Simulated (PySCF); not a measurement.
Harmonic spectrum computed at PBE0 in the def2-TZVP basis family (core potentials from Rb on, PySCF, no spin–orbit coupling):

| symmetry | ω (cm⁻¹) | IR (km/mol, summed over degenerate members) |
| --- | --- | --- |
| σ+ | 471 | 22.2 |
| π | 510 | 1.3 |
| σ+ | 1984 | 153 |

Question: Which molecule gave it? In each, all ligands are bound to the one heavy central atom.
A. HTlS (singlet)
B. HBiS (singlet)
C. HIrS (triplet)
D. HAuS (triplet)
E. HSbS (singlet)

Answer: A. It has C∞v symmetry with Tl–H 1.670 Å, Tl–S 2.207 Å.
